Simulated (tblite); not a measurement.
C₄H₁₅NOSi₃.
Cartesian coordinates in Å at the GFN2-xTB level; atoms count from 1:
```xyz
24
C4H15NOSi3 angstrom
O      1.6636    3.0981   -0.6689
C      2.1939    2.2180   -0.0519
C      1.6914    0.8144    0.0981
C      0.4547    0.5239   -0.7483
C     -0.3459   -0.6879   -0.2758
Si     0.7556   -2.2551   -0.1456
Si    -1.8010   -0.9747   -1.5039
N     -0.8658   -0.4423    1.0765
Si    -1.5512    1.0064    1.7071
H      3.1463    2.3990    0.4899
H      1.4533    0.6717    1.1562
H      2.5094    0.1294   -0.1385
H     -0.1851    1.4106   -0.7277
H      0.7599    0.3691   -1.7858
H      1.5188   -2.4312   -1.3817
H     -0.1183   -3.4117    0.0745
H      1.6625   -2.1571    1.0004
H     -2.5948    0.2470   -1.6187
H     -1.2594   -1.3498   -2.8103
H     -2.6368   -2.0546   -0.9738
H     -1.2761   -1.2871    1.4473
H     -0.5271    2.0523    1.7382
H     -1.9337    0.6102    3.0632
H     -2.7261    1.5212    0.9872
```

Level: GFN2-xTB in tblite, geometry and Hessian alike; calculated harmonic values, unscaled, isolated species. Errors from tens to a few hundred cm⁻¹ against measured bands are possible. Modes of hydrogen on silicon can be 10 to 20 % off. One conformer, not necessarily the lowest.

Harmonic wavenumbers (cm⁻¹): 33.7, 78.1, 95.0, 104.5, 123.6, 132.9, 143.1, 158.4, 180.6, 196.5, 229.3, 246.1, 267.0, 334.5, 354.5, 458.6, 503.6, 525.1, 527.4, 544.4, 575.8, 588.6, 644.2, 687.3, 726.1, 757.5, 769.3, 770.0, 779.1, 788.7, 791.8, 796.3, 816.2, 823.3, 841.8, 852.4, 872.3, 970.3, 1012.7, 1068.3, 1098.7, 1132.8, 1164.5, 1252.0, 1274.1, 1337.7, 1353.7, 1382.8, 1427.7, 1483.3, 1789.5, 2179.1, 2233.1, 2245.1, 2251.7, 2253.6, 2257.7, 2261.5, 2272.6, 2287.3, 2730.5, 2947.5, 2956.4, 2969.6, 2975.4, 3428.4.

A = 1023, B = 684.4, C = 566.0 MHz; mass 177.046 u (most abundant isotopes); point group C1, symmetry number 1.

Task: Zero-point energy?

Result: Half the sum of the wavenumbers: 37058 cm⁻¹ = 105.95 kcal/mol.

Task: What is S at 298.15 K and 1 bar for an ideal gas of classical rigid rotors and harmonic oscillators?

Result: Translation 41.45, rotation 31.07, vibration 48.03: S = 120.6 cal/(mol K).

Task: And Cp and H(298.15 K) − H(0)?

Result: Cp = 56.99 cal/(mol K), of which vibrations give 49.04 (their classical limit is 66 R = 131.2); H(298.15 K) − H(0) = 9.95 kcal/mol without the zero-point energy, 7.58 from vibrations.

Task: Blend soft modes into free rotors: weight 1/[1 + (100 cm⁻¹/ν̃)⁴] for the oscillator and the rest for a rotor with moment μB/(μ + B), μ = h/(8π²ν), B = 10⁻⁴⁴ kg m². What vibrational entropy results?

Result: 44.92 cal/(mol K) in place of 48.03, which changes −T·S at 298.15 K by +0.93 kcal/mol.

Task: How do the functions run with temperature in this model?

Result: 
```
T (K)  S (cal/(mol K))  Cp (cal/(mol K))  H − H(0) (kcal/mol)  G − H(0) (kcal/mol)  ln q(vib)
  100             77.8              26.5                 1.64                -6.13       2.73
  200            100.9              42.1                 5.07               -15.11       7.12
  300            120.9              57.2                10.06               -26.22      11.46
  500            155.9              80.1                23.96               -54.00      19.79
  800            198.5             101.0                51.41              -107.42      31.13
 1000            222.1             109.9                72.54              -149.54      37.92
```

q(vib) and H(0) count from the zero-point level.

Task: Which modes carry the vibrational entropy at 298.15 K?

Result: 33.7 cm⁻¹: 5.60; 78.1 cm⁻¹: 3.94; 95.0 cm⁻¹: 3.55; 104.5 cm⁻¹: 3.37; 123.6 cm⁻¹: 3.04; 132.9 cm⁻¹: 2.90 cal/(mol K); the other 60 give 25.63 together.

Task: What must be added to the electronic energy to get the Gibbs energy at 298.15 K and 1 bar?

Result: ZPE + [H(298.15 K) − H(0)] − T·S = 105.95 + 9.95 − 35.94 = 79.96 kcal/mol.

Hindered rotation and anharmonicity are outside this model. Other conformers, if any are populated, would add a mixing term that is left out. The structure is chiral; the term R ln 2 for an equal mix with its mirror image is left out.

The run took 5.0 s on one thread of an Intel Xeon at 2.50 GHz, on a shared host. The figure is for the frequency step alone.
